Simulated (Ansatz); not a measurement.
`FB(F)[Si](Cl)(Cl)Cl` → `FB(F)Cl` + `Cl[Si]Cl`  (silylene loss)

Gas-phase electronic energies from Ansatz, PBE0-D4/def2-TZVP geometries. CCSD(T)/CBS adds triple-zeta CCSD(T) − MP2 to the extrapolated MP2 energy (def2 sets, frozen cores). This one scheme is used for every species. DFT in def2-TZVPP. Each species was taken in one conformer, which may not be the lowest.

`FB(F)[Si](Cl)(Cl)Cl`:

Z-matrix (Å, degrees):
```
Si
Cl 1 2.032
B 1 2.031 2 111.0
Cl 1 2.036 2 109.2 3 120.6
Cl 1 2.037 2 109.1 3 -120.3
F 3 1.313 1 120.2 2 177.4
F 3 1.312 1 121.8 2 -2.7
```

`FB(F)Cl`:

Z-matrix (Å, degrees):
```
B
F 1 1.310
Cl 1 1.740 2 120.5
F 1 1.310 2 119.0 3 180.0
```

`Cl[Si]Cl`:

Z-matrix (Å, degrees):
```
Si
Cl 1 2.077
Cl 1 2.077 2 101.3
```

| level | ΔE (kJ/mol) |
| --- | --- |
| BLYP | 92.0 |
| r2SCAN0 | 150.9 |
| BHLYP | 128.3 |
| LC-ωPBE | 158.5 |
| CCSD/def2-SVP | 108.7 |
| CCSD(T)/def2-SVP | 108.7 |
| HF/def2-QZVPP | 124.6 |
| CCSD/CBS(def2) | 140.4 |

Problem. What does CCSD(T)/CBS give? (Best estimate.)

Solution. Ansatz gave: +141.5 kJ/mol. The listed levels differ from it by -49.5, 9.4, -13.2, 17.0, -32.8, -32.8, -16.9, -1.1 kJ/mol.

Largest T1 diagnostic among the species: 0.013.

At CCSD(T), def2-SVP lies −32.8 kJ/mol from the extrapolated value and def2-TZVPP −8.3 kJ/mol. The D4 term adds +20.9 kJ/mol with B3LYP and +11.6 kJ/mol with PBE0; it sums over pairs of atoms, weighted by their polarisabilities, and B3LYP, whose exchange is more repulsive, gets the larger term.

B3LYP here is the variant with VWN-RPA as its local correlation; programs differ in this.
